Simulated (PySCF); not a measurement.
Atomic charges against the basis set

Methyl butanoate, C5H10O2.
SMILES with atom numbers: `[CH3:1][CH2:2][CH2:3][C:4](=[O:5])[O:6][CH3:7]` (hydrogens: H8, H9, H10 on C1; H11, H12 on C2; H13, H14 on C3; H15, H16, H17 on C7)

PBE0 throughout (PySCF), one geometry, spherical d and f functions. The structure is a single PBE0-D3(BJ)/def2-SVP conformer in the gas phase; no vibrational or solvent corrections. The first 7 of 11 kinds of atom are listed.

Mulliken charges (e):

```json
{"basis": "STO-3G", "functions": "45", "C1": "-0.232", "C2": "-0.137", "C3": "-0.166", "C4": "+0.238", "O5": "-0.244", "O6": "-0.194", "C7": "-0.133"}
{"basis": "pcSseg-0", "functions": "83", "C1": "-0.637", "C2": "-0.526", "C3": "-0.515", "C4": "+0.679", "O5": "-0.501", "O6": "-0.639", "C7": "-0.332"}
{"basis": "6-31G", "functions": "83", "C1": "-0.497", "C2": "-0.313", "C3": "-0.383", "C4": "+0.539", "O5": "-0.431", "O6": "-0.507", "C7": "-0.253"}
{"basis": "6-31G*", "functions": "118", "C1": "-0.532", "C2": "-0.320", "C3": "-0.436", "C4": "+0.618", "O5": "-0.457", "O6": "-0.458", "C7": "-0.289"}
{"basis": "cc-pVDZ", "functions": "148", "C1": "-0.092", "C2": "-0.084", "C3": "-0.078", "C4": "+0.218", "O5": "-0.265", "O6": "-0.273", "C7": "+0.058"}
{"basis": "def2-SVP", "functions": "148", "C1": "-0.093", "C2": "-0.081", "C3": "-0.067", "C4": "+0.192", "O5": "-0.259", "O6": "-0.330", "C7": "+0.114"}
{"basis": "pcSseg-1", "functions": "169", "C1": "-0.296", "C2": "-0.253", "C3": "-0.257", "C4": "+0.450", "O5": "-0.417", "O6": "-0.463", "C7": "-0.043"}
{"basis": "6-311+G(2d,p)", "functions": "249", "C1": "-0.527", "C2": "-0.213", "C3": "-0.184", "C4": "+0.383", "O5": "-0.458", "O6": "-0.314", "C7": "-0.219"}
{"basis": "aug-cc-pVDZ", "functions": "251", "C1": "+0.471", "C2": "+0.586", "C3": "+0.291", "C4": "+0.648", "O5": "-0.575", "O6": "-0.534", "C7": "+0.813"}
{"basis": "def2-TZVP", "functions": "277", "C1": "-0.410", "C2": "-0.146", "C3": "-0.183", "C4": "+0.268", "O5": "-0.341", "O6": "-0.226", "C7": "-0.227"}
```

IAO charges (e):

| basis | functions | C1 | C2 | C3 | C4 | O5 | O6 | C7 |
| --- | --- | --- | --- | --- | --- | --- | --- | --- |
| STO-3G | 45 | -0.392 | -0.254 | -0.298 | +0.264 | -0.255 | -0.186 | -0.262 |
| pcSseg-0 | 83 | -0.424 | -0.265 | -0.319 | +0.466 | -0.438 | -0.318 | -0.231 |
| 6-31G | 83 | -0.432 | -0.256 | -0.311 | +0.466 | -0.442 | -0.319 | -0.253 |
| 6-31G* | 118 | -0.412 | -0.244 | -0.307 | +0.521 | -0.465 | -0.339 | -0.211 |
| cc-pVDZ | 148 | -0.411 | -0.243 | -0.308 | +0.517 | -0.460 | -0.335 | -0.210 |
| def2-SVP | 148 | -0.401 | -0.238 | -0.302 | +0.514 | -0.461 | -0.334 | -0.201 |
| pcSseg-1 | 169 | -0.411 | -0.245 | -0.306 | +0.520 | -0.471 | -0.341 | -0.209 |
| 6-311+G(2d,p) | 249 | -0.425 | -0.251 | -0.313 | +0.530 | -0.479 | -0.346 | -0.220 |
| aug-cc-pVDZ | 251 | -0.423 | -0.249 | -0.312 | +0.529 | -0.478 | -0.344 | -0.219 |
| def2-TZVP | 277 | -0.425 | -0.251 | -0.314 | +0.534 | -0.479 | -0.347 | -0.218 |

Hirshfeld charges (e):

```
        basis  functions      C1      C2      C3      C4      O5      O6      C7
       STO-3G         45  -0.043  -0.006  -0.020  +0.157  -0.208  -0.112  +0.043
     pcSseg-0         83  -0.105  -0.050  -0.061  +0.212  -0.251  -0.103  -0.029
        6-31G         83  -0.102  -0.050  -0.057  +0.210  -0.265  -0.126  -0.020
       6-31G*        118  -0.103  -0.052  -0.057  +0.207  -0.266  -0.114  -0.019
      cc-pVDZ        148  -0.112  -0.060  -0.071  +0.207  -0.246  -0.092  -0.035
     def2-SVP        148  -0.115  -0.062  -0.073  +0.217  -0.252  -0.097  -0.036
     pcSseg-1        169  -0.117  -0.065  -0.074  +0.217  -0.251  -0.104  -0.037
6-311+G(2d,p)        249  -0.117  -0.070  -0.078  +0.206  -0.251  -0.111  -0.034
  aug-cc-pVDZ        251  -0.125  -0.074  -0.082  +0.210  -0.247  -0.108  -0.043
    def2-TZVP        277  -0.120  -0.070  -0.078  +0.210  -0.251  -0.106  -0.039
```

Q: Which scheme is steadiest as the basis changes?

A: Largest range over the bases for any column: Hirshfeld 0.09 e, IAO 0.27 e, Mulliken 1.14 e. Hirshfeld charges move least and Mulliken charges most, counted in e. Without the minimal STO-3G basis the ranges are Hirshfeld 0.03, IAO 0.07, Mulliken 1.14 e.

Q: How much do the charges still move between the two largest bases, aug-cc-pVDZ and def2-TZVP?

A: At most, over all atoms: Mulliken 1.040 e, IAO 0.005 e, Hirshfeld 0.004 e.

Q: What do the same runs give for the total energy, the frontier levels and the dipole moment?

A: 
```tsv
basis	energy (Eh)	HOMO (eV)	LUMO (eV)	μ (D)
STO-3G	-342.2071	-4.22	3.90	1.06
pcSseg-0	-345.8038	-8.02	0.34	1.57
6-31G	-346.5016	-7.80	0.45	1.53
6-31G*	-346.6108	-7.63	0.73	1.59
cc-pVDZ	-346.6369	-7.67	0.66	1.57
def2-SVP	-346.3646	-7.82	0.54	1.59
pcSseg-1	-346.5804	-7.95	0.40	1.66
6-311+G(2d,p)	-346.7209	-7.98	0.18	1.66
aug-cc-pVDZ	-346.6603	-7.94	-0.09	1.67
def2-TZVP	-346.7497	-7.93	0.36	1.68
```

The dipole is fixed by the density alone, so its range of 0.62 D shows that the density itself changes with the basis, not only its division among atoms.
